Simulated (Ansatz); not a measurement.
A run on `[BH2][SbH][TeH]` with other settings.

```yaml
crystal:
  periodic: [false, false, false]
  atoms:
    - {symbol: B, position_ang: [-1.289830, 0.529940, -0.716089]}
    - {symbol: Sb, position_ang: [-0.089670, 0.062073, 1.076348]}
    - {symbol: Te, position_ang: [1.915258, -1.262384, -0.261087]}
    - {symbol: H, position_ang: [-1.500048, -0.322061, -1.523455]}
    - {symbol: H, position_ang: [-1.815189, 1.597697, -0.808721]}
    - {symbol: H, position_ang: [0.664051, 1.590639, 1.153021]}
    - {symbol: H, position_ang: [2.176627, -2.264006, 1.034284]}
basis:
  gaussian: {orbitals: def2-TZVPD}
total_charge: 1
magnetization: {spin_polarized: true, initial_magnetization: 1}
hamiltonian: {xc: {name: PBE0-DH}}
output: {forces: true}
```

```sh
$ ansatz run in.yaml --threads 2 --pin off --events-out ev --progress --plain --max-ram 4352MiB
```

Shortened log:

```
Functional definition: PBE0-DH
1580 factors; integrals over basis functions are off by at most 9.4e-4 eV
mean field evaluation 1: about -14553.4790 eV, gradient 2.0e1 eV
mean field evaluation 2: about -14553.4928 eV, gradient 2.0e1 eV
mean field evaluation 4: about -14556.4962 eV, gradient 3.4e0 eV
mean field evaluation 8: about -14556.5836 eV, gradient 1.7e-1 eV
mean field evaluation 16: about -14556.5850 eV, gradient 3.6e-3 eV
mean field evaluation 32: about -14556.5850 eV, gradient 7.5e-6 eV
mean field -14556.58503450 eV, -534.9446332101 hartree, gradient 7.5e-6 eV, S^2 0.758111; 3 other end points of the search recorded, 0 dependent functions left out
9 core orbitals not correlated: weight in the atoms' cores, before any rotation towards them, 1.000 or more for the frozen orbitals, at most 0.000 for the correlated occupied ones
reference -14556.58505876 eV, -534.9446341017 hartree; 19, 18 occupied and 160, 161 virtual orbitals, 1580 factors
second order -28.43791993 eV of doubles, -0.00000000 eV of singles
Total energy: -14560.13979875 eV, -535.0752683869 hartree
Atom 0 at    -1.289830     0.529940    -0.716089 Å, force    -0.274299     0.059178    -0.624132 eV/Å
Atom 1 at    -0.089670     0.062073     1.076348 Å, force    -0.474433     0.427601     0.782819 eV/Å
Atom 2 at     1.915258    -1.262384    -0.261087 Å, force     0.335786    -0.129946    -0.232500 eV/Å
Atom 3 at    -1.500048    -0.322061    -1.523455 Å, force     0.109811     0.091839     0.071921 eV/Å
Atom 4 at    -1.815189     1.597697    -0.808721 Å, force     0.075862    -0.187203     0.197905 eV/Å
Atom 5 at     0.664051     1.590639     1.153021 Å, force     0.186364    -0.278716    -0.152645 eV/Å
Atom 6 at     2.176627    -2.264006     1.034284 Å, force     0.040910     0.017247    -0.043369 eV/Å
Dipole moment:     0.182299    -0.138379    -0.168802 e Å
```

It took 47 s on 2 threads of an Arm Neoverse V2 on a shared host, with 1 GiB of host memory at the peak.
